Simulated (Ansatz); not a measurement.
Coupled-cluster run, Cl₃FTi (`[F][Ti]([Cl])([Cl])[Cl]`).

```yaml
crystal:
  periodic: [false, false, false]
  atoms:
    - {symbol: F, position_ang: [-0.998290, 0.046362, 1.499040]}
    - {symbol: Ti, position_ang: [-0.036336, -0.011938, 0.060965]}
    - {symbol: Cl, position_ang: [1.539034, -1.476630, 0.312313]}
    - {symbol: Cl, position_ang: [-1.288294, -0.570034, -1.615766]}
    - {symbol: Cl, position_ang: [0.833786, 1.938541, -0.297952]}
basis:
  gaussian: {orbitals: def2-SVP}
correlation: {method: ccsd_t}
```

```sh
$ ansatz run in.yaml --threads 4 --pin off --events-out ev --progress --plain
```

Log, shortened:

```
Functional definition: HF
  name "HF"
  cite "Fock, Z. Phys. 61, 126 (1930) doi:10.1007/BF01340294"
  parent pbe
  exchange = exact_x
  correlation = 0
950 factors; integrals over basis functions are off by at most 9.3e-4 eV
mean field evaluation 1: about -63285.0782 eV, gradient 5.0e1 eV
mean field evaluation 2: about -63285.1681 eV, gradient 5.0e1 eV
mean field evaluation 4: about -63292.3889 eV, gradient 6.2e0 eV
mean field evaluation 8: about -63292.4857 eV, gradient 7.7e-1 eV
mean field evaluation 16: about -63292.4901 eV, gradient 2.0e-6 eV
mean field -63292.49013468 eV, -2325.9561112587 hartree, gradient 2.0e-6 eV, S^2 0.000000; 0 other end points of the search recorded, 0 dependent functions left out
21 core orbitals not correlated: weight in the atoms' cores, before any rotation towards them, 1.000 or more for the frozen orbitals, at most 0.000 for the correlated occupied ones
reference -63292.49013468 eV, -2325.9561112587 hartree; 20, 20 occupied and 58, 58 virtual orbitals, 950 factors
second order -24.73460395 eV of doubles, -0.00000000 eV of singles
cycle   1  -23.76479287 eV  change    9.7e-1 eV  update   2.8e-1
cycle   2  -24.91480935 eV  change    -1.2e0 eV  update   2.3e-1
cycle   3  -25.07633397 eV  change   -1.6e-1 eV  update   4.7e-2
cycle   4  -25.07822256 eV  change   -1.9e-3 eV  update   1.3e-2
cycle   5  -25.06896979 eV  change    9.3e-3 eV  update   5.4e-3
cycle   6  -25.06534376 eV  change    3.6e-3 eV  update   2.5e-3
cycle   7  -25.06594673 eV  change   -6.0e-4 eV  update   1.2e-3
cycle   8  -25.06612101 eV  change   -1.7e-4 eV  update   5.3e-4
cycle   9  -25.06635422 eV  change   -2.3e-4 eV  update   1.8e-4
cycle  10  -25.06655937 eV  change   -2.1e-4 eV  update   6.5e-5
cycle  11  -25.06650073 eV  change    5.9e-5 eV  update   2.8e-5
cycle  12  -25.06647145 eV  change    2.9e-5 eV  update   1.3e-5
perturbative correction -1.20338049 eV, -0.0442234174 hartree
Total energy: -63318.75998661 eV, -2326.9215105110 hartree
```

Run time 3.5 s (4 threads of a server CPU on a shared host); peak host memory 0.38 GiB.

MP2 recovers 94.2 % of the CCSD(T) correlation energy and the triples give 4.6 %; T1 = 0.0217.
